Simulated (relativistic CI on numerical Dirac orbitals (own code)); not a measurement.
Level scheme of Cd²⁺

Computed by Dirac-Coulomb-Breit CI, orbitals from a KLI potential per configuration, model QED, valence Slater integrals scaled by 0.85, P86 correlation energy added to each configuration (own radial code, finite nucleus).

Configurations in the expansion (outside the closed core [Kr]): 4d10, 4d9 5s, 4d9 5p, 4d9 4f, 4d9 5d, 4d9 6s, 4d9 6p, 4d9 6d, 4d9 5f, 4d9 5g, 4d9 6f, 4d9 6g. Double excitations out of closed p, d and f shells are left out; levels of such configurations are missing from the list, as are those of other unlisted configurations, and high levels can miss mixing partners.

```csv
No.,Configuration,Term,J,E (cm⁻¹),%,Next component (%),jj configuration (%)
1,4d10,1S,0,0.0,100,,closed (100)
2,4d9 5s,3D,3,83445.8,100,,4d5/2^5 5s (100)
3,4d9 5s,3D,2,85438.6,80,20 1D,4d5/2^5 5s (83)
4,4d9 5s,3D,1,89007.4,100,,4d3/2^3 4d5/2^6 5s (100)
5,4d9 5s,1D,2,92150.8,80,20 3D,4d3/2^3 4d5/2^6 5s (83)
6,4d9 5p,3P°,2,134933.8,93,6 3D°,4d5/2^5 5p1/2 (72)
7,4d9 5p,3F°,3,137606.5,62,32 1F°,4d5/2^5 5p1/2 (94)
8,4d9 5p,3P°,1,139473.8,91,5 3D°,4d5/2^5 5p3/2 (55)
9,4d9 5p,3F°,4,139706.5,100,,4d5/2^5 5p3/2 (100)
10,4d9 5p,3F°,2,141444.9,81,12 3D°,4d3/2^3 4d5/2^6 5p1/2 (60)
11,4d9 5p,3P°,0,142563.5,100,,4d3/2^3 4d5/2^6 5p3/2 (100)
12,4d9 5p,3D°,3,143971.0,69,30 1F°,4d5/2^5 5p3/2 (93)
13,4d9 5p,1D°,2,144172.0,62,21 3D°,4d5/2^5 5p3/2 (48)
14,4d9 5p,1F°,3,146869.3,39,37 3F°,4d3/2^3 4d5/2^6 5p3/2 (93)
15,4d9 5p,1P°,1,147604.9,87,11 3D°,4d3/2^3 4d5/2^6 5p1/2 (67)
16,4d9 5p,3D°,1,148543.7,84,8 1P°,4d3/2^3 4d5/2^6 5p3/2 (73)
17,4d9 5p,3D°,2,149443.8,61,33 1D°,4d3/2^3 4d5/2^6 5p3/2 (91)
18,4d9 5d,3S,1,199820.1,78,17 3P,4d5/2^5 5d3/2 (59)
19,4d9 6s,3D,3,201421.3,100,,4d5/2^5 6s (100)
20,4d9 5d,3G,4,201833.4,53,46 1G,4d5/2^5 5d3/2 (95)
21,4d9 5d,3G,5,201862.9,100,,4d5/2^5 5d5/2 (100)
22,4d9 6s,1D,2,201954.3,51,48 3D,4d5/2^5 6s (98)
23,4d9 5d,1P,1,202068.4,53,24 3D,4d5/2^5 5d5/2 (61)
24,4d9 5d,3P,2,202070.6,69,29 3D,4d5/2^5 5d3/2 (67)
25,4d9 5d,3D,3,202891.1,78,20 3F,4d5/2^5 5d5/2 (50)
26,4d9 5d,1F,3,203401.1,51,23 3F,4d5/2^5 5d5/2 (49)
27,4d9 5d,1D,2,203526.4,48,24 3D,4d5/2^5 5d5/2 (64)
28,4d9 5d,3F,4,203665.2,81,14 1G,4d5/2^5 5d5/2 (94)
29,4d9 5d,3P,0,204654.7,96,3 1S,4d5/2^5 5d5/2 (59)
30,4d9 5d,3P,1,206667.8,47,31 1P,4d3/2^3 4d5/2^6 5d5/2 (67)
31,4d9 6s,3D,1,207011.3,100,,4d3/2^3 4d5/2^6 6s (100)
32,4d9 6s,3D,2,207423.5,50,47 1D,4d3/2^3 4d5/2^6 6s (97)
33,4d9 5d,3G,3,207425.3,79,14 1F,4d3/2^3 4d5/2^6 5d3/2 (92)
34,4d9 5d,3D,1,207917.4,75,13 3P,4d3/2^3 4d5/2^6 5d3/2 (70)
35,4d9 5d,3G,4,207964.8,42,40 1G,4d3/2^3 4d5/2^6 5d5/2 (98)
36,4d9 5d,3D,2,208561.0,44,30 1D,4d3/2^3 4d5/2^6 5d5/2 (92)
37,4d9 5d,3F,2,209168.5,77,20 1D,4d3/2^3 4d5/2^6 5d3/2 (95)
38,4d9 5d,3F,3,209274.1,50,35 1F,4d3/2^3 4d5/2^6 5d5/2 (94)
39,4d9 5d,1S,0,217211.6,85,11 4d9 6d 1S,4d3/2^3 4d5/2^6 5d3/2 (54)
40,4d9 6p,3P°,2,217986.5,89,10 3D°,4d5/2^5 6p1/2 (75)
41,4d9 6p,3F°,3,218710.5,53,40 1F°,4d5/2^5 6p1/2 (95)
42,4d9 6p,3F°,4,219390.7,100,,4d5/2^5 6p3/2 (100)
43,4d9 6p,3P°,1,220070.9,55,37 1P°,4d5/2^5 6p3/2 (93)
44,4d9 6p,1D°,2,220448.6,52,29 3D°,4d5/2^5 6p3/2 (75)
45,4d9 6p,3D°,3,220800.6,82,17 1F°,4d5/2^5 6p3/2 (96)
```

Energies count from the lowest computed level; ° marks odd parity. Filled j subshells are mostly left out of the jj labels.

The mean weight of the leading LS term, summed over parents, in these 45 levels is 74 %, and that of the leading jj configuration (from the same eigenvectors) 82 %.

For a near-neutral ion this model can misplace configurations by up to about 10,000 cm⁻¹ (more where the count of f electrons changes) and terms by 10 to 25 % of their spread. Rates follow the energies as ν³ (E1, M1) or ν⁵ (E2), so they and the lifetimes can be off by large factors. The fine structure of a lone outer electron comes out too small, for d and f at times inverted, and misplaced configurations move strength between like terms. 12 of the 28 excited levels that our extract of the measured tables holds in this range could be paired (the sources list more); they are missed by 3191 cm⁻¹ on average and 4132 at most, and levels without a partner can miss by more.

LS names give the leading component of a level, which can be under half, so a name can repeat, a term be missing and a line seem to break the LS rules.
